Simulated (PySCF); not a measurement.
Isomers of C6H16Si, from PBE0-D3(BJ)/def2-SVP geometry optimisation, gas phase (PySCF 2.14.0). One conformer each, no zero-point energy, no frequencies.

Problem. Which is lowest in electronic energy at this level?
A. `[H][Si](C)(C)CCCC` (SiHMe2(nBu)): A = 3884, B = 884.6, C = 769.3 MHz, dipole 0.61 D
B. `[CH3:1][CH2:2][SiH:3]([CH2:4][CH3:5])[CH2:6][CH3:7]` with C1–C2–Si3–C4 -58°, C2–Si3–C4–C5 -178°, C2–Si3–C6–C7 -56° (triethylsilane): A = 1744, B = 1731, C = 934.0 MHz, dipole 0.63 D
C. SiHMe2(tBu), `[H][Si](C)(C)C(C)(C)C`: A = 2509, B = 1640, C = 1349 MHz, dipole 0.56 D
D. SiEt2Me2 (`C[Si](CC)(CC)C`): A = 2317, B = 1418, C = 1253 MHz, dipole 0.06 D

Solution. D. That is `CC[Si](C)(C)CC` (SiEt2Me2), 6.8 kcal/mol below the next.

```
               SMILES                                        mapped SMILES      E (Eh)  relative (kcal/mol)  relative (kJ/mol)  dipole (D)
       CC[Si](C)(C)CC                                                    –  -527.14161                  0.0                0.0        0.06
    [H][Si](C)(C)CCCC                                                    –  -527.13072                  6.8               28.6        0.61
[H][Si](C)(C)C(C)(C)C                                                    –  -527.13071                  6.8               28.6        0.56
        CC[SiH](CC)CC  [CH3:1][CH2:2][SiH:3]([CH2:4][CH3:5])[CH2:6][CH3:7]  -527.12317                 11.6               48.4        0.63
```
